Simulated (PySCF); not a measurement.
# A small calculation by hand: dipole moment from atomic charges

Ga(Cl)(Br)(OH) (BrClGaHO), SMILES [OH][Ga]([Cl])[Br]. Atoms are numbered in the order given.

```xyz
5

Ga     0.3292     0.4910     0.0000
Cl    -1.1469     2.0335     0.0000
Br    -0.2648    -1.6843     0.0000
O      2.0443     0.9119     0.0000
H      2.2060     1.8625     0.0000
```
Charge 0, spin multiplicity 1.

Coordinates come from a PBE0-D3(BJ)/def2-SVP optimisation. The structure was generated by enumeration; whether it is a known compound was not checked. The values are those of a single conformer.

Charges (e) from CAM-B3LYP/def2-TZVP (PySCF):

| atom | Mulliken | IAO |
|---|---|---|
| Ga1 | 0.607 | 0.894 |
| Cl2 | -0.228 | -0.303 |
| Br3 | -0.191 | -0.209 |
| O4 | -0.510 | -0.750 |
| H5 | 0.321 | 0.368 |

The dipole moment of the full density is 1.20 D.

Question: What dipole moment does each set of point charges give, and which comes closer to that of the density?

Answer: 
μ = Σ q r, and 1 e Å = 4.8032 D.
Mulliken: Σ q r = (0.177, 0.289, 0.000) e Å, |μ| = 1.63 D.
IAO: Σ q r = (-0.024, 0.176, 0.000) e Å, |μ| = 0.85 D.
IAO comes closer in size. Point charges leave out the atoms' own dipoles (lone pairs, polarised bonds); fits to the potential absorb them, partitions of the density don't.
